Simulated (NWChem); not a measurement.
Species: TaCl₅; SMILES [Cl][Ta]([Cl])([Cl])([Cl])[Cl]

No frequency run checked for a minimum. def2 effective core potentials on Ta; no spin-orbit coupling.

Question: Give the equilibrium geometry at PBE-D3(BJ)/def2-SVP with def2 effective core potentials on Ta (NWChem) as an XYZ file, with the point group.

Answer: point group D3h; any orientation.
```
6

Ta     0.0000     0.0000     0.0000
Cl     0.0000     0.0000     2.3449
Cl     0.0000     0.0000    -2.3449
Cl    -0.5953     2.2216     0.0000
Cl     2.2216    -0.5953     0.0000
Cl    -1.6263    -1.6263     0.0000
```
